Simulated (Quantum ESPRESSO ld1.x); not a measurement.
Task: Coherent X-ray form factor from a spherical all-electron density. Calculated with ld1.x of Quantum ESPRESSO 7.5: scalar-relativistic Kohn-Sham, LDA (Slater exchange, VWN5 correlation), spin-polarised, spherical densities, point nucleus.

| sin(theta)/lambda (1/angstrom) | f0 (electrons) |
|---|---|
| 0.05 | 34.290 |
| 0.1 | 32.454 |
| 0.15 | 30.110 |
| 0.2 | 27.769 |
| 0.25 | 25.672 |
| 0.3 | 23.855 |
| 0.4 | 20.833 |
| 0.5 | 18.250 |
| 0.6 | 15.910 |
| 0.8 | 11.996 |
| 1 | 9.281 |
| 1.25 | 7.297 |
| 1.5 | 6.217 |
| 2 | 4.914 |

The species is in the configuration that NIST lists as its ground one. Which atom or ion scatters so?

Result: Neutral bromine, [Ar] 3d10 4s2 4p5. Extrapolating in s^2 from the first two rows gives f0(0) = 34.9, near the electron count 35; among species with that count, the fall with angle is slower the higher Z, and the table is that of Z = 35; from so few rows the species is fixed only to a neighbour or two.
